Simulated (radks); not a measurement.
Task: Spherical jellium clusters: N electrons in a uniform positive sphere of charge N and radius rs N^(1/3), rs = 2.07 bohr. Method: non-relativistic Kohn-Sham, PBEsol, spin-polarised, spherical densities; computed with a radial shooting solver with Libxc functionals. Levels are named by radial order and angular momentum (1s, 1p, 1d, 2s, ...), and open shells are averaged over m. Each electron was tried in the lowest free levels, single moves between levels near the top were tried too, and the lowest total energy was kept; such a search can miss a lower state. Give the order in which the levels fill up to N = 42, the shell closures and the spin along the way.

Result: Shells are first occupied in the order 1s, 1p, 2s, 1d, 1f, 2p, 1g. Open shells at each N (closed shells left out): 1: 1s(up 1, down 0); 2: none; 3: 1p(up 1, down 0); 4: 1p(up 2, down 0); 5: 1p(up 3, down 0); 6: 1p(up 3, down 1); 7: 1p(up 3, down 2); 8: none; 9: 2s(up 1, down 0); 10: 1d(up 2, down 0); 11: 1d(up 3, down 0); 12: 1d(up 4, down 0); 13: 1d(up 5, down 0); 14: 1d(up 5, down 0) 2s(up 1, down 0); 15: 1d(up 5, down 1) 2s(up 1, down 0); 16: 1d(up 5, down 3); 17: 1d(up 5, down 4); 18: none; 19: 2s(up 1, down 0); 20: none; 21: 1f(up 1, down 0); 22: 1f(up 2, down 0); 23: 1f(up 3, down 0); 24: 1f(up 4, down 0); 25: 1f(up 5, down 0); 26: 1f(up 6, down 0); 27: 1f(up 7, down 0); 28: 1f(up 7, down 1); 29: 1f(up 7, down 2); 30: 1f(up 7, down 3); 31: 1f(up 7, down 4); 32: 1f(up 7, down 5); 33: 1f(up 7, down 6); 34: none; 35: 2p(up 1, down 0); 36: 2p(up 2, down 0); 37: 2p(up 3, down 0); 38: 2p(up 3, down 1); 39: 2p(up 3, down 2); 40: none; 41: 1g(up 1, down 0); 42: 1g(up 2, down 0). All shells are closed at N = 2, 8, 18, 20, 34, 40 (there: 1s2 1p6 1d10 2s2 1f14 2p6). Largest 2S: 7, at N = 27.
